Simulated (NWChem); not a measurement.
System: formate (CHO2 anion); SMILES O=C[O-]

```xyz
4

O      1.1360     0.0000    -0.2056
C      0.0000     0.0000     0.3219
O     -1.1360     0.0000    -0.2056
H      0.0000     0.0000     1.4666
```
Atoms are numbered in this order, from 1.

Results from NWChem. Coordinates come from a B3LYP/def2-SVPD optimisation. B3LYP is NWChem's, with the RPA form of VWN correlation. Level: B3LYP/def2-SVPD with SMD (1 M gas to 1 M solution), gas-phase geometry. Reactions with the solvent are ignored.

```json
[
 {"solvent": "water", "dielectric constant": "78.4", "solvation free energy (kcal/mol)": "…", "cavity-dispersion-structure term (kcal/mol)": "…"},
 {"solvent": "tetrahydrofuran", "dielectric constant": "7.43", "solvation free energy (kcal/mol)": "-52.2", "cavity-dispersion-structure term (kcal/mol)": "-1.1"},
 {"solvent": "ethylene glycol", "dielectric constant": "40.2", "solvation free energy (kcal/mol)": "-69.3", "cavity-dispersion-structure term (kcal/mol)": "7.4"},
 {"solvent": "toluene", "dielectric constant": "2.37", "solvation free energy (kcal/mol)": "-34.9", "cavity-dispersion-structure term (kcal/mol)": "-0.7"}
]
```

Task: What belongs in the gaps?

Result: 
- water, solvation free energy (kcal/mol): -73.5
- water, cavity-dispersion-structure term (kcal/mol): 4.2
